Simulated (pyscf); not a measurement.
# HO–AsH–GeH₃, singlet

Gas-phase minimum from PySCF at ωB97X-D3(BJ)/def2-SVP, one conformer. 

```
Ge
H 1 1.5338
H 1 1.5359 2 109.54
H 1 1.5391 2 109.91 3 119.86
As 1 2.4027 2 110.21 3 -118.79
O 5 1.8172 1 93.03 2 45.92
H 6 0.9647 5 107.76 1 139.39
H 5 1.5248 6 97.11 7 -127.36
```
Charge 0, spin multiplicity 1.

Properties at ωB97X-D3(BJ)/def2-SVP:

```json
{
  "harmonic_wavenumbers_unscaled": "117, 135, 193, 292, 449, 503, 668, 707, 823, 834, 899, 903, 1050, 2175, 2189, 2197, 2229, 3890 cm⁻¹",
  "zero_point_energy": "29.0 kcal/mol",
  "rotational_symmetry_number": "1",
  "Entropy of this conformer at 298 K and 1 atm, rigid rotor and harmonic oscillator, modes under 100 cm⁻¹ raised to 100": "337.1 J/(mol K)",
  "dipole_moment": "1.06 D"
}
```

Single-point totals, which compare only within one level (frozen core for MP2 and CC):

```json
[
 {"level": "ωB97X-D3(BJ)/def2-TZVP", "total energy (hartree)": "-4391.06405"},
 {"level": "PBE/def2-TZVP", "total energy (hartree)": "-4390.40593"},
 {"level": "r²SCAN/def2-TZVP", "total energy (hartree)": "-4391.08793"},
 {"level": "B3LYP-D3(BJ)/def2-TZVP", "total energy (hartree)": "-4391.24971"},
 {"level": "PBE0-D3(BJ)/def2-TZVP", "total energy (hartree)": "-4390.53181"},
 {"level": "M06-2X/def2-TZVP", "total energy (hartree)": "-4391.11680"},
 {"level": "ωB97M-D3(BJ)/def2-TZVP", "total energy (hartree)": "-4391.19251"},
 {"level": "HF/def2-TZVPP", "total energy (hartree)": "-4387.37606"},
 {"level": "MP2/def2-TZVPP", "total energy (hartree)": "-4388.15604"},
 {"level": "CCSD/def2-TZVPP", "total energy (hartree)": "-4388.17676"},
 {"level": "CCSD(T)/def2-TZVPP", "total energy (hartree)": "-4388.20587"}
]
```

Soft torsions are taken as harmonic, which can shift the entropy by several J/(mol K). The CCSD(T) − MP2 part came from Ansatz, without density fitting, on the same reference. The frozen core leaves the outer d or s,p core shells of the metals and heavy elements correlated in the MP2 and CC values, and def2-TZVPP describes them poorly, so these totals are far from the basis limit. Elements up to Kr have no core potential and no relativistic terms here.
